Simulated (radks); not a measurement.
All-electron atom: the osmium ion Os+ in [Xe] 4f14 5d6 6s1. Method: Dirac Kohn-Sham, exchange-only PBE, spin-unpolarised, spherical densities, point nucleus; open shells are shared between the two j in proportion to 2j + 1; computed with a radial shooting solver on a logarithmic mesh with Libxc functionals. Some entries of the table are withheld. Estimate them.

| orbital | occ. | eigenvalue (eV) | r(max) (bohr) |
|---|---|---|---|
| 1s1/2 | 2 | -73778.67 | 0.01102 |
| 2s1/2 | 2 | -12845.46 | 0.06358 |
| 2p1/2 | 2 | -12297.05 | 0.04710 |
| 2p3/2 | 4 | -10765.52 | 0.05415 |
| 3s1/2 | 2 | -2994.176 | 0.1790 |
| 3p1/2 | 2 | -2749.294 | (1) |
| 3p3/2 | 4 | -2415.314 | (2) |
| 3d3/2 | 4 | -2005.915 | 0.1421 |
| 3d5/2 | 6 | -1933.578 | 0.1461 |
| 4s1/2 | 2 | -637.0927 | 0.4052 |
| 4p1/2 | 2 | -534.4125 | 0.4043 |
| 4p3/2 | 4 | -455.9427 | 0.4344 |
| 4d3/2 | 4 | -287.6823 | (3) |
| 4d5/2 | 6 | -273.1516 | (4) |
| 5s1/2 | 2 | -98.2842 | 0.9144 |
| 5p1/2 | 2 | -66.6633 | 0.9745 |
| 4f5/2 | 6 | -60.2169 | 0.4032 |
| 4f7/2 | 8 | -57.4125 | 0.4080 |
| 5p3/2 | 4 | -54.4303 | 1.057 |
| 5d3/2 | 2.4 | -13.7830 | 1.332 |
| 5d5/2 | 3.6 | -12.7053 | 1.375 |
| 6s1/2 | 1 | -12.4132 | 2.416 |
| 6p1/2 | 0 | -7.2836 | 3.005 |
| 6p3/2 | 0 | -6.4442 | 3.337 |

Answer. 
(1) 3p1/2 r(max) (bohr): 0.1674
(2) 3p3/2 r(max) (bohr): 0.1818
(3) 4d3/2 r(max) (bohr): 0.4295
(4) 4d5/2 r(max) (bohr): 0.4389
